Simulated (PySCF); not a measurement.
Question: Give a PBE0-D3(BJ)/def2-SVP geometry of `[O]=[Os](=[O])(=[O])=[O]`. (Singlet state.)

Answer: 
```
atom  x, y, z in Å
Os1    0.0146   -0.0221   -0.0123
O2     0.0263   -0.0458    1.6803
O3     1.6065   -0.0395   -0.5867
O4    -0.7643    1.3806   -0.5522
O5    -0.8082   -1.3837   -0.5912
```

Any rigid rotation of these coordinates is as good. Atoms count from 1 in this order. Os1 (osmium bonded to 4 O) is tetrahedral (angles from 109.4° to 109.5°). All 4 O–Os bonds measure 1.692 to 1.693 Å.

Bonds between heavy atoms (Å): Os1–O2 1.693, Os1–O3 1.692, Os1–O4 1.693, Os1–O5 1.693.

Theory: PBE0-D3(BJ)/def2-SVP geometry optimisation, gas phase, def2 core potentials past Kr (PySCF 2.14.0).

Point group: Td (tolerance 0.08 Å). Not checked by PBE0-D3(BJ)/def2-SVP frequencies.

Time: 31 s of wall time; peak memory 0.34 GiB. Hardware: one thread, Arm Neoverse N1 (aarch64), shared host. These figures are those of the optimisation.
